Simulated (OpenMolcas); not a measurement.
## Pr3+ in a ligand field

Pr3+ with 4 ligands (chloride) in tetrahedral coordination (Td) at 2.62 Å. A charge of +0.25 e stands 3.2 Å behind each ligand. Ligand basis ANO-RCC-VDZP.
```
Pr    0.0000    0.0000    0.0000
Cl    1.5127    1.5127    1.5127
Cl    1.5127   -1.5127   -1.5127
Cl   -1.5127    1.5127   -1.5127
Cl   -1.5127   -1.5127    1.5127
```

* Program: OpenMolcas 26.06
* Method: CASSCF
* Basis: ANO-RCC-VDZP [7s6p4d2f1g]
* Scalar Hamiltonian: DKH2, point nucleus
* Active space: 2 electrons in 7 orbitals (4f)
* State averaging: 2S+1 = 3 even, 21 roots; 2S+1 = 1 even, 27 roots kept (CI in the orbitals of an earlier block)
* Spin-orbit coupling: state interaction with AMFI integrals over the reference wave functions

The lowest spin-free states (labels of Td), above the lowest:

| State | Degeneracy | E (cm-1) | Free-ion L (%) |
| --- | --- | --- | --- |
| 3T1 | 3 | 0.0 | H (100) |
| 3E | 2 | 11.4 | H (100) |
| 3T1 | 3 | 188.3 | H (100) |
| 3T2 | 3 | 216.6 | H (100) |
| 3A2 | 1 | 5832 | F (100) |
| 3T2 | 3 | 5973 | F (100) |
| 3T1 | 3 | 6026 | F (100) |
| 1T2 | 3 | 6733 | G (100) |
| 1E | 2 | 6742 | G (100) |
| 1T1 | 3 | 6832 | G (100) |
| 1A1 | 1 | 6958 | G (100) |
| 1E | 2 | 20619 | D (100) |
| 1T2 | 3 | 20840 | D (100) |
| 1E | 2 | 25024 | I (100) |
| 1T2 | 3 | 25031 | I (100) |
| 1A2 | 1 | 25050 | I (100) |
| 1T2 | 3 | 25224 | I (100) |
| 1T1 | 3 | 25259 | I (100) |
| 1A1 | 1 | 25296 | I (100) |
| 3T1 | 3 | 27458 | P (100) |

The lowest levels with spin-orbit coupling:

```json
{"E (cm-1)": "0.0", "Degeneracy": "3", "Label": "T2", "2S+1": "3", "J": "4.00", "|mJ| (%)": "3 (58)"}
{"E (cm-1)": "146.8", "Degeneracy": "2", "Label": "E", "2S+1": "3", "J": "3.99", "|mJ| (%)": "2 (50)"}
{"E (cm-1)": "160.8", "Degeneracy": "3", "Label": "T1", "2S+1": "3", "J": "3.99", "|mJ| (%)": "1 (58)"}
{"E (cm-1)": "178.7", "Degeneracy": "1", "Label": "A1", "2S+1": "3", "J": "3.99", "|mJ| (%)": "0 (58)"}
{"E (cm-1)": "2267", "Degeneracy": "3", "Label": "T1", "2S+1": "3", "J": "4.99", "|mJ| (%)": "3 (56)"}
{"E (cm-1)": "2281", "Degeneracy": "2", "Label": "E", "2S+1": "3", "J": "4.99", "|mJ| (%)": "2 (50)"}
{"E (cm-1)": "2385", "Degeneracy": "3", "Label": "T2", "2S+1": "3", "J": "4.99", "|mJ| (%)": "2 (33)"}
{"E (cm-1)": "2399", "Degeneracy": "3", "Label": "T1", "2S+1": "3", "J": "4.99", "|mJ| (%)": "5 (35)"}
{"E (cm-1)": "4589", "Degeneracy": "1", "Label": "A1", "2S+1": "3", "J": "5.99", "|mJ| (%)": "4 (87)"}
{"E (cm-1)": "4615", "Degeneracy": "3", "Label": "T1", "2S+1": "3", "J": "5.99", "|mJ| (%)": "4 (33)"}
{"E (cm-1)": "4628", "Degeneracy": "3", "Label": "T2", "2S+1": "3", "J": "5.99", "|mJ| (%)": "5 (43)"}
{"E (cm-1)": "4773", "Degeneracy": "2", "Label": "E", "2S+1": "3", "J": "5.99", "|mJ| (%)": "0 (44)"}
{"E (cm-1)": "4779", "Degeneracy": "3", "Label": "T2", "2S+1": "3", "J": "5.99", "|mJ| (%)": "1 (50)"}
{"E (cm-1)": "4792", "Degeneracy": "1", "Label": "A2", "2S+1": "3", "J": "5.99", "|mJ| (%)": "2 (69)"}
{"E (cm-1)": "6750", "Degeneracy": "3", "Label": "T2", "2S+1": "3", "J": "2.01", "|mJ| (%)": "1 (67)"}
{"E (cm-1)": "6799", "Degeneracy": "2", "Label": "E", "2S+1": "3", "J": "2.00", "|mJ| (%)": "2 (50)"}
{"E (cm-1)": "8118", "Degeneracy": "3", "Label": "T2", "2S+1": "3 (68 %)", "J": "3.66", "|mJ| (%)": "3 (46)"}
{"E (cm-1)": "8198", "Degeneracy": "3", "Label": "T1", "2S+1": "3 (85 %)", "J": "3.31", "|mJ| (%)": "1 (35)"}
{"E (cm-1)": "8200", "Degeneracy": "1", "Label": "A2", "2S+1": "3", "J": "3.01", "|mJ| (%)": "2 (100)"}
{"E (cm-1)": "8201", "Degeneracy": "2", "Label": "E", "2S+1": "1 (52 %)", "J": "4.00", "|mJ| (%)": "2 (50)"}
```

Electric-dipole absorption from the lowest level at this geometry, strongest bands:

```tsv
E (cm-1)	λ (nm)	Label	f
6750	1480	T2	1.88e-06
27689	361	E	1.06e-06
27697	361	T2	1.12e-06
29284	341	A1	1.56e-05
29683	337	T1	1.05e-05
```

Powder χT (cm3 K/mol): 1.01 at 2 K, 1.05 at 10 K, 1.26 at 50 K, 1.44 at 100 K, 1.56 at 200 K, 1.59 at 300 K. The effective moment at 300 K is 2.828 √(χT) = 3.57 μB.

Hund's rules give f2 the level 3H4 with g = 0.800, so an isolated free-ion multiplet has χT = g² J(J+1) / 8 = 1.600 cm3 K/mol. The computed 1.594 at 300 K differs by 0 %, through the field's splitting, the mixing of terms and any other multiplet in reach.

Stevens parameters of the J = 4 multiplet, which is 179 cm-1 wide (cm-1, z along the main axis): B40 = 6.279e-02, B44 = 3.141e-01, B60 = 3.215e-04, B64 = -6.762e-03.

Metal share of the active 4f orbitals (Löwdin): 99, 100, 100, 100, 100, 100, 100 %; Mulliken charge of the metal 1.80.

Without dynamic correlation the ligand-field splitting of an f shell can come out too small, at times by half. The first state left out of the spin-orbit step lies near 61000 cm-1 above the lowest spin-free state of the reference (among the parities and spins computed), and the lists stop at four fifths of that energy or lower. No measured value stands beside these numbers; the geometry is a model, was not optimised and need not be the one that this ion takes.
